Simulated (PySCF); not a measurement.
# Polarisability and C₆ of Ni (nickel, neutral)

[Ar] 3d8 4s2, high-spin 3F determinant. Calculation: PySCF 2.14, in aug-cc-pwCVTZ-DK (10s9p7d4f3g, 127 functions); the spin-free X2C one-electron Hamiltonian (Gaussian nucleus). Coupled (time-dependent) response in atomic units; α is the mean over directions.

| method | mean α (bohr³) | C₆ (like pair) | S(−4) |
| --- | --- | --- | --- |
| BLYP | 44.81 | 347.8 | 1036 |

S(−4) is the Cauchy moment in α(ω) = α(0) + S(−4) ω² + …

Reference α: 49 ± 3 bohr³ (recommended; Schwerdtfeger and Nagle, table of static dipole polarizabilities (2023 update)). Published C₆: 373.0 (Chu and Dalgarno (2004); Tang, Norbeck and Certain (1976)).

α(iu) at BLYP:

```csv
u (hartree),α(iu) (bohr³)
0,44.81
0.0500,42.39
0.100,36.62
0.200,24.44
0.300,16.43
0.500,8.858
0.750,5.279
1.00,3.679
1.50,2.219
2.00,1.535
3.00,0.8898
5.00,0.4260
```
